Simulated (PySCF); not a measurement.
PySCF 2.14 output of a UHF calculation on a single atom or ion in def2-TZVPPD with the def2 core potential (60 electrons) (6s5p3d2f1g, 59 functions), with a scalar-relativistic core potential:

```
SCF conv_tol = 1e-09
number electrons alpha = 10  beta = 8
cycle= 1 E= -118.39947594371  delta_E= -0.00499  |g|= 0.0241  |ddm|= 0.0594
cycle= 2 E= -118.399672674021  delta_E= -0.000197  |g|= 0.0061  |ddm|= 0.0191
cycle= 3 E= -118.399722582044  delta_E= -4.99e-05  |g|= 0.00277  |ddm|= 0.0144
cycle= 4 E= -118.399750717729  delta_E= -2.81e-05  |g|= 0.0023  |ddm|= 0.00944
cycle= 5 E= -118.399789143451  delta_E= -3.84e-05  |g|= 0.00167  |ddm|= 0.0154
cycle= 6 E= -118.399826745276  delta_E= -3.76e-05  |g|= 0.000914  |ddm|= 0.0221
cycle= 7 E= -118.399841083541  delta_E= -1.43e-05  |g|= 0.000187  |ddm|= 0.0216
cycle= 8 E= -118.39984122954  delta_E= -1.46e-07  |g|= 4.09e-05  |ddm|= 0.00206
cycle= 9 E= -118.399841230776  delta_E= -1.24e-09  |g|= 1.44e-05  |ddm|= 0.000116
cycle= 10 E= -118.39984123096  delta_E= -1.84e-10  |g|= 1.58e-06  |ddm|= 4.42e-05
converged SCF energy = -118.39984123096  <S^2> = 2.0039333  2S+1 = 3.002621
```

The run itself started from symmetry-adapted Hartree-Fock orbitals and held the occupation by maximum overlap, so the iterations belong to that start.

**Question.** Which element, charge and spin multiplicity is this?

**Answer.** Pt (platinum, neutral), multiplicity 3; the state was [Xe] 4f14 5d9 6s1, high-spin 3D determinant.

Energies and moments cover only the electrons outside the core potential. Spin-orbit coupling, absent here, splits the open shell strongly.
